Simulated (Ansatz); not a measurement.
Br₂ClIn (`[Cl][In]([Br])[Br]`) at its PBE0-D4/def2-TZVP geometry, where that method's forces vanish. Total charge 0; spin multiplicity 1. In: def2 effective core potential.

```xyz
4

Cl   -0.6025    0.0783    2.2413
In   -0.0059    0.0008    0.0221
Br    2.0729   -1.0903   -0.6196
Br   -1.4645    1.0113   -1.6438
```

What forces (eV/Å) does r2SCAN-D4/def2-TZVPP give on these atoms in Ansatz 0.2.0? (Estimate.)

Computed: 
```
Cl1 -0.020  0.003  0.075
In2  0.005 -0.001 -0.019
Br3  0.053 -0.028 -0.015
Br4 -0.038  0.026 -0.041
```
